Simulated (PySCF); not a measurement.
Species: CH4NOSi2 (charge -1).
Numbering: `[C-:1]#[N+:2][SiH2:3][SiH2:4][O-:5]` (hydrogens: H6, H7 on Si3; H8, H9 on Si4)

Computed, not measured: PySCF 2.14.0, PBE0-D3(BJ)/def2-SVP geometry optimisation, gas phase.

Question: List the bond lengths, angles and torsions at this level.

Answer: 
| bond | length (bohr) | order |
| --- | --- | --- |
| C1≡N2 | 2.222 | triple |
| N2–Si3 | 3.412 | single |
| Si3–Si4 | 4.531 | single |
| Si4–O5 | 2.966 | single |
| Si3–H6, Si3–H7 | 2.844 | single |
| Si4–H8, Si4–H9 | 2.888 | single |

Bonds in one row agree within 0.02 bohr and their mean is given. Orders are formal, as drawn. A selection of angles:
| angle | degrees |
| --- | --- |
| C1–N2–Si3 | 174.6 |
| N2–Si3–Si4 | 116.9 |
| N2–Si3–H6 | 101.5 |
| Si4–Si3–H6 | 115.4 |
| H6–Si3–H7 | 103.8 |
| Si3–Si4–O5 | 109.3 |
| Si3–Si4–H8 | 100.9 |
| O5–Si4–H8 | 120.2 |
| H8–Si4–H9 | 102.2 |

Dihedral angles: N2–Si3–Si4–O5 179° (antiperiplanar).

Si3 (SiH2 silicon) is distorted tetrahedral (angles from 101.5° to 116.9°). Si4 (oxygen-bound silicon) is distorted tetrahedral (angles from 100.9° to 120.2°). The 5 heavy atoms lie in one plane (0.009 Å rms).

Point group: Cs (tolerance 0.08 Å). PBE0-D3(BJ)/def2-SVP frequencies: not computed here. The geometry's basis has no diffuse functions, a weakness for an anion.

One conformer stands for the species.
